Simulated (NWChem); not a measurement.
System: C2H4F2Si; SMILES F/C=C(/F)[SiH3]

Here is an NWChem input.

```
start job
memory heap 200 mb stack 900 mb global 1100 mb
geometry units angstroms noautosym nocenter noautoz
  F      0.627197    -1.877185     0.684427
  C     -0.458773    -1.312377     0.172475
  C     -0.482458    -0.022242    -0.172888
  F     -1.636051     0.450932    -0.683538
  Si     0.912845     1.238088    -0.034544
  H     -1.313698    -1.987078     0.062196
  H      2.118069     0.581876     0.540949
  H      0.461117     2.359942     0.839537
  H      1.209882     1.776120    -1.394292
end
basis spherical
  F library def2-svp
  C library def2-svp
  Si library def2-svp
  H library def2-svp
end
dft
  xc m06-2x
  iterations 150
end
cosmo
  do_cosmo_smd true
  solvent water
end
task dft energy
```

NWChem printed, in part:

```
             Northwest Computational Chemistry Package (NWChem) 7.3.0
             --------------------------------------------------------

                             Geometry "geometry" -> ""
                             -------------------------

 Output coordinates in angstroms (scale by  1.889725989 to convert to a.u.)

  No.       Tag          Charge          X              Y              Z
 ---- ---------------- ---------- -------------- -------------- --------------
    1 F                    9.0000     0.62719700    -1.87718500     0.68442700
    2 C                    6.0000    -0.45877300    -1.31237700     0.17247500
    3 C                    6.0000    -0.48245800    -0.02224200    -0.17288800
    4 F                    9.0000    -1.63605100     0.45093200    -0.68353800
    5 Si                  14.0000     0.91284500     1.23808800    -0.03454400
    6 H                    1.0000    -1.31369800    -1.98707800     0.06219600
    7 H                    1.0000     2.11806900     0.58187600     0.54094900
    8 H                    1.0000     0.46111700     2.35994200     0.83953700
    9 H                    1.0000     1.20988200     1.77612000    -1.39429200

 Effective nuclear repulsion energy (a.u.)     218.4199146327

                                 NWChem DFT Module
                                 -----------------

 Summary of "ao basis" -> "ao basis" (spherical)
 ------------------------------------------------------------------------------
       Tag                 Description            Shells   Functions and Types
 ---------------- ------------------------------  ------  ---------------------
 F                          def2-svp                 6       14   3s2p1d
 C                          def2-svp                 6       14   3s2p1d
 Si                         def2-svp                 8       18   4s3p1d
 H                          def2-svp                 3        5   2s1p

 in cosmo_initialize ...
 calling solv_data for solv:h2o

 solvent parameters
 solvname_short: h2o
 solvname_long:  water
 dielec:       78.4000
 dielecinf:     1.7769
 aqueous SMD model solvent descriptors
 dielec:       78.4000
 sola:          0.8200

          ---------------
          -cosmo- solvent
          ---------------
 Cosmo: York-Karplus, doi: 10.1021/jp992097l
 dielectric constant -eps-     =  78.40
 screen = (eps-1)/(eps    )    =   0.98724
 surface charge correction     = lagrangian

   van der Waals surface
 --------------------------

 ---------- ATOMIC COORDINATES (A.U.) ------------ VDWR(ANG.) --
     1    1.18523047   -3.54736528    1.29337949     1.730
     2   -0.86695526   -2.48003292    0.32593049     1.850
     3   -0.91171342   -0.04203129   -0.32671095     1.850
     4   -3.09168809    0.85213792   -1.29169952     1.730
     5    1.72502692    2.33964707   -0.06527869     2.470
     6   -2.48252925   -3.75503294    0.11753340     1.200
     7    4.00257003    1.09958620    1.02224538     1.200
     8    0.87138478    4.45964373    1.58649489     1.200
     9    2.28634546    3.35638012   -2.63482983     1.200
 number of segments per atom =        128
 number of   points per atom =        128
 atom (   nspa,  nppa )
 ----------------------
    1 (     76,     0 )       0
    2 (     49,     0 )       0
    3 (     20,     0 )       0
    4 (     77,     0 )       0
    5 (     92,     0 )       0
    6 (     52,     0 )       0
    7 (     33,     0 )       0
    8 (     32,     0 )       0
    9 (     34,     0 )       0
 number of -cosmo- surface points =      465
 molecular surface =    124.995 angstrom**2
 molecular volume  =    108.187 angstrom**3
 -lineq- algorithm             =   0
 -bem- low  level              =   3
 -bem- from -octahedral-
 gaussian surface charge width =   4.50000
 degree of switching           =   1.00000
 switching function tolerance  =   0.00010
 atomic radii =
 --------------
    1  9.000  1.730
    2  6.000  1.850
    3  6.000  1.850
    4  9.000  1.730
    5 14.000  2.470
    6  1.000  1.200
    7  1.000  1.200
    8  1.000  1.200
    9  1.000  1.200
 ...... end of -cosmo- initialization ......

 nat:                     9
 ixmem:                  4523
 calling mnsol_interface()
 G(SMD-CDS) energy (kcal/mol)  =     4.912
 SMD-CDS SASA (angstrom**2)    =   143.572

            General Information
            -------------------
          SCF calculation type: DFT
          Wavefunction type:  closed shell.
          No. of atoms     :     9
          No. of electrons :    48
           Alpha electrons :    24
            Beta electrons :    24
          Charge           :     0
          Spin multiplicity:     1
          Use of symmetry is: off; symmetry adaption is: off
          Maximum number of iterations: 150
          AO basis - number of functions:    94
                     number of shells:    44
          Convergence on energy requested:  1.00D-06
          Convergence on density requested:  1.00D-05
          Convergence on gradient requested:  5.00D-04

              XC Information
              --------------
                       M06-2X Method XC Functional
                     Hartree-Fock (Exact) Exchange  0.540
                        M06-2X Exchange Functional  1.000
                      M06-2X Correlation Potential  1.000

             Grid Information
             ----------------
          Grid used for XC integration:  medium
          Radial quadrature: Mura-Knowles
          Angular quadrature: Lebedev.
          Tag              B.-S. Rad. Rad. Pts. Rad. Cut. Ang. Pts.
          ---              ---------- --------- --------- ---------
          F                   0.50       49          11.0       434
          C                   0.70       49          10.0       434
          Si                  1.10       88          11.0       590
          H                   0.35       45          12.0       434
          Grid pruning is: on
          Number of quadrature shells:   464
          Spatial weights used:  Erf1

      Superposition of Atomic Density Guess
      -------------------------------------

 Sum of atomic energies:        -564.57030416

      Non-variational initial energy
      ------------------------------

 Total energy =    -566.393117
 1-e energy   =   -1216.132659
 2-e energy   =     431.319627
 HOMO         =      -0.257528
 LUMO         =       0.045704

   convergence    iter        energy       DeltaE   RMS-Dens  Diis-err
 ---------------- ----- ----------------- --------- --------- ---------
     COSMO gas phase
 d= 0,ls=0.0,diis     1   -567.2432808422 -7.86D+02  1.01D-02  5.61D-01
 d= 0,ls=0.0,diis     2   -567.2690078011 -2.57D-02  4.53D-03  4.90D-01
 d= 0,ls=0.0,diis     3   -567.3126725005 -4.37D-02  7.99D-04  1.58D-02
 d= 0,ls=0.0,diis     4   -567.3140057255 -1.33D-03  2.48D-04  7.07D-04
 d= 0,ls=0.0,diis     5   -567.3140824059 -7.67D-05  6.55D-05  4.04D-05
  Resetting Diis
 d= 0,ls=0.0,diis     6   -567.3140875969 -5.19D-06  2.01D-05  4.07D-06
 d= 0,ls=0.0,diis     7   -567.3140880492 -4.52D-07  1.26D-05  8.55D-07
 d= 0,ls=0.0,diis     8   -567.3140880152  3.39D-08  6.68D-06  1.20D-06

   convergence    iter        energy       DeltaE   RMS-Dens  Diis-err
 ---------------- ----- ----------------- --------- --------- ---------
     COSMO solvation phase
 d= 0,ls=0.0,diis     1   -567.3098077179  4.28D-03  8.72D-04  1.33D-03
 d= 0,ls=0.0,diis     2   -567.3101582163 -3.50D-04  1.86D-04  3.74D-04
 d= 0,ls=0.0,diis     3   -567.3101871892 -2.90D-05  9.59D-05  1.18D-04
 d= 0,ls=0.0,diis     4   -567.3102012466 -1.41D-05  2.23D-05  3.29D-06
 d= 0,ls=0.0,diis     5   -567.3102017476 -5.01D-07  7.12D-06  2.22D-07

         Total DFT energy =     -567.310201747645
      One electron energy =    -1218.541746622855
           Coulomb energy =      486.801945698330
    Exchange-Corr. energy =      -54.020570993895
 Nuclear repulsion energy =      218.419914632743

             COSMO energy =        0.030255538032

 Numeric. integr. density =       48.000025681559

                                COSMO-SMD solvation results
                                ---------------------------

             internal energy in gas <Psi(g)|H|Psi(g)> =      -567.314088015219
         internal energy in solvent <Psi(s)|H|Psi(s)> =      -567.313634119769
                               delta internal energy  =         0.000453895450 (    0.28 kcal/mol)
   total free energy in solvent <Psi(s)|H+V/2|Psi(s)> =      -567.318029409212
 polarization energy contribution <Psi(s)|V/2|Psi(s)> =        -0.004395289443 (   -2.76 kcal/mol)
    total free energy in solvent including G(SMD-CDS) =      -567.310201747645
                       G(SMD-CDS) energy contribution =         0.007827661567 (    4.91 kcal/mol)
     1 M fixed-concentration free energy of solvation =         0.003886267574 (    2.44 kcal/mol)

                       DFT Final Molecular Orbital Analysis
                       ------------------------------------

 Vector   22  Occ=2.000000D+00  E=-4.133431D-01
              MO Center=  1.3D+00,  1.2D+00,  1.2D-01, r^2= 2.3D+00
   Bfn.  Coefficient  Atom+Function         Bfn.  Coefficient  Atom+Function
  ----- ------------  ---------------      ----- ------------  ---------------
    80      0.353135  7 H  s                 65     -0.236013  5 Si py
    90     -0.202755  9 H  s                 85     -0.197742  8 H  s
    81      0.190032  7 H  s                 68     -0.164798  5 Si py
    64      0.155072  5 Si px                62      0.131137  5 Si py
    66      0.116331  5 Si pz                67      0.112228  5 Si px

 Vector   23  Occ=2.000000D+00  E=-3.999557D-01
              MO Center= -9.9D-02,  2.0D-01, -1.0D-01, r^2= 3.1D+00
   Bfn.  Coefficient  Atom+Function         Bfn.  Coefficient  Atom+Function
  ----- ------------  ---------------      ----- ------------  ---------------
    33      0.312685  3 C  py                47      0.237882  4 F  py
    19     -0.228986  2 C  py                64     -0.217982  5 Si px
    32      0.216871  3 C  px                46      0.193828  4 F  px
    50     -0.182602  4 F  py                75      0.163421  6 H  s
    80     -0.153082  7 H  s                 49     -0.145340  4 F  px

 Vector   24  Occ=2.000000D+00  E=-3.176981D-01
              MO Center= -3.9D-01, -5.0D-01, -1.6D-02, r^2= 2.4D+00
   Bfn.  Coefficient  Atom+Function         Bfn.  Coefficient  Atom+Function
  ----- ------------  ---------------      ----- ------------  ---------------
    20      0.354369  2 C  pz                34      0.355692  3 C  pz
    37      0.240465  3 C  pz                 6      0.225890  1 F  pz
    48      0.225391  4 F  pz                23      0.221728  2 C  pz
    51     -0.190864  4 F  pz                 9     -0.188565  1 F  pz
    18     -0.118884  2 C  px                32     -0.119305  3 C  px

 Vector   25  Occ=0.000000D+00  E= 2.909322D-02
              MO Center= -1.0D-01, -2.2D-01,  6.8D-03, r^2= 3.5D+00
   Bfn.  Coefficient  Atom+Function         Bfn.  Coefficient  Atom+Function
  ----- ------------  ---------------      ----- ------------  ---------------
    69      0.563816  5 Si pz                23     -0.499297  2 C  pz
    86     -0.483358  8 H  s                 91      0.482981  9 H  s
    20     -0.398803  2 C  pz                37      0.385943  3 C  pz
    34      0.305056  3 C  pz                67     -0.189216  5 Si px
    21      0.167396  2 C  px                 9      0.155587  1 F  pz

 Vector   26  Occ=0.000000D+00  E= 7.105431D-02
              MO Center=  5.7D-01,  1.1D+00, -1.1D-01, r^2= 4.4D+00
   Bfn.  Coefficient  Atom+Function         Bfn.  Coefficient  Atom+Function
  ----- ------------  ---------------      ----- ------------  ---------------
    67      1.299535  5 Si px                81     -0.939677  7 H  s
    31      0.768497  3 C  s                 35      0.470452  3 C  px
    69      0.408353  5 Si pz                76      0.293591  6 H  s
    60     -0.283906  5 Si s                 45      0.218816  4 F  s
    17     -0.215266  2 C  s                 32      0.190000  3 C  px

 Vector   27  Occ=0.000000D+00  E= 8.002668D-02
              MO Center=  9.7D-01,  1.1D+00,  1.1D-02, r^2= 3.8D+00
   Bfn.  Coefficient  Atom+Function         Bfn.  Coefficient  Atom+Function
  ----- ------------  ---------------      ----- ------------  ---------------
    68      1.402516  5 Si py                31      0.817814  3 C  s
    86     -0.676240  8 H  s                 91     -0.675965  9 H  s
    81      0.424179  7 H  s                 36      0.383184  3 C  py
    67      0.354711  5 Si px                35      0.304047  3 C  px
    60     -0.255467  5 Si s                 69     -0.247349  5 Si pz

     Multipole analysis of the density
     ---------------------------------

     L   x y z        total         alpha         beta         nuclear
     -   - - -        -----         -----         ----         -------
     0   0 0 0     -0.000000    -24.000000    -24.000000     48.000000

     1   1 0 0      0.049527     -0.474245     -0.474245      0.998017
     1   0 1 0     -0.115890      0.678953      0.678953     -1.473795
     1   0 0 1      0.047542      0.429782      0.429782     -0.812021

     2   2 0 0    -27.600002   -102.798507   -102.798507    177.997011
     2   1 1 0      3.245518    -15.060189    -15.060189     33.365896
     2   1 0 1     -0.944739    -24.178270    -24.178270     47.411801
     2   0 2 0    -25.974328   -152.888056   -152.888056    279.801784
     2   0 1 1      0.738960     29.964715     29.964715    -59.190469
     2   0 0 2    -27.831817    -34.879629    -34.879629     41.927440
```

Level: M06-2X/def2-SVP, SMD on the gas-phase geometry. Geometry: optimised at PBE0/def2-SVP. Solvent: water.
